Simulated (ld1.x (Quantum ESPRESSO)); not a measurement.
# Configuration tests for iron (TM)

* Element: Fe (Z = 26)
* Generator: ld1.x (Quantum ESPRESSO) 7.5
* Type: norm-conserving Troullier–Martins (Kleinman–Bylander form)
* Functional: PBEsol
* Relativity: fully relativistic
* Frozen core: [Ar]
* Valence charge: 8
* Reference configuration: 3d6 4s1 4p0 (charge +1)
* Partial waves: 4s (bound): rc 2.50 bohr; 4p (bound, empty): rc 2.50 bohr; 3d (bound): rc 0.95 bohr
* Local potential: all-electron potential smoothed inside 2.40 bohr (lloc = -1)
* Core correction: Bessel-smoothed model core, default radius (core density twice the valence density)

Open shells are filled in proportion to 2j + 1 (rel_dist='average').

Energies are relative to the spin-unpolarised reference configuration 3d6 4s1 4p0; without spin polarisation the order of configurations can differ from experiment.

```json
{"valence configuration": "3d6 4s2 4p0", "charge": "0", "ΔE all-electron (eV)": "-8.745", "error AE − PS (meV)": "-6.2"}
{"valence configuration": "3d6 4s0 4p0", "charge": "+2", "ΔE all-electron (eV)": "16.116", "error AE − PS (meV)": "-21"}
{"valence configuration": "3d5 4s0 4p0", "charge": "+3", "ΔE all-electron (eV)": "50.302", "error AE − PS (meV)": "-397"}
{"valence configuration": "3d6 4s0 4p2", "charge": "0", "ΔE all-electron (eV)": "-0.257", "error AE − PS (meV)": "-4.3"}
{"valence configuration": "3d7 4s0 4p0", "charge": "+1", "ΔE all-electron (eV)": "-2.152", "error AE − PS (meV)": "-250"}
{"valence configuration": "3d5 4s2 4p0", "charge": "+1", "ΔE all-electron (eV)": "5.489", "error AE − PS (meV)": "-374"}
```

Question: What are ΔE and the potential's error for 3d6.5 4s1.5 4p0?

Answer: ΔE = -9.476 eV all-electron; the error (AE − PS) is -25 meV.

Levels in the configuration 3d5 4s2 4p0:

| level | all-electron (eV) | pseudo (eV) |
| --- | --- | --- |
| 3d j=3/2 | -21.661 | -22.371 |
| 3d j=5/2 | -21.490 | -22.198 |
| 4s j=1/2 | -14.079 | -14.001 |
